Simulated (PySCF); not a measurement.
The numbers are results of PBE-D3(BJ)/def2-TZVP // B3LYP-D3(BJ)/def2-SVP run with PySCF, not measurements. All species are isolated molecules in the gas phase. Excitations are Tamm–Dancoff values on a coarser integration grid. The basis has no diffuse functions, so Rydberg states are missing or too high.

Reference species (SMILES): `Cc1cc2c([SiH3])cccc2s1` (neutral, multiplicity 1).

* **brightest of the four lowest singlets (TDA)**: 5.10 eV
* **S1 excitation (TDA)**: 4.17 eV

Changed species: `[SiH3]c1cc(C)cc2sccc12`.

Problem. Predict the effect on the brightest of the four lowest singlets (TDA) and S1 excitation (TDA).

Solution. the brightest of the four lowest singlets (TDA) drops by 0.05 eV, to 5.05 eV; the S1 excitation (TDA) stays essentially unchanged.
